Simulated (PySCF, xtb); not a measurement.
Ge(H)3(SMe) (CH6GeS), SMILES C[S][GeH3].

GFN2-xTB in xtb at its own geometry gives an orbital gap of 4.57 eV and a dipole moment of 2.08 D.

The structure is a stationary point at TPSSh-D3(BJ)/def2-SVP.

**Question.** What does ωB97X/def2-TZVPD in PySCF give? (An estimate is asked for; the answer gives what the named calculation found.)

**Answer.** gap 10.74 eV (levels -9.15 and 1.59 eV), dipole 1.52 D.
